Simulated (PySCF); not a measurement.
**Pt (platinum, neutral) across methods**

[Xe] 4f14 5d8 6s2, high-spin 3F determinant (an excited configuration). All numbers are calculated (PySCF 2.14, scalar relativity through the core potential, in aug-cc-pVTZ-PP with one added diffuse shell each of s, p, d, f, g type with ECP60MDF (7s7p6d4f3g, 113 functions)).

```csv
method,E (hartree),mean ε 5d β (eV),mean ε 6s α (eV),mean ε 6s β (eV),Σ⟨r²⟩ (bohr²),⟨S²⟩
LDA,-119.1617,-7.673,-7.023,-6.445,55.03,2.002
M06,-119.3519,-9.148,-7.499,-6.794,55.55,2.005
r2SCAN,-119.4068,-7.924,-6.964,-6.279,54.65,2.006
UHF,-118.50525,-13.108,-8.895,-7.857,56.06,2.009
PBE0,-119.3464,-9.186,-7.480,-6.770,54.92,2.004
TPSSh,-119.3201,-8.298,-7.008,-6.290,54.92,2.004
PBE,-119.3918,-7.619,-6.741,-6.095,55.06,2.003
```

Estimate the same row for PBEsol.

E (hartree) = -119.2297; mean ε 5d β (eV) = -7.567; mean ε 6s α (eV) = -6.809; mean ε 6s β (eV) = -6.156; Σ⟨r²⟩ (bohr²) = 54.95; ⟨S²⟩ = 2.003.

Energies and moments cover only the electrons outside the core potential. Spin-orbit coupling, absent here, splits the open shell strongly.
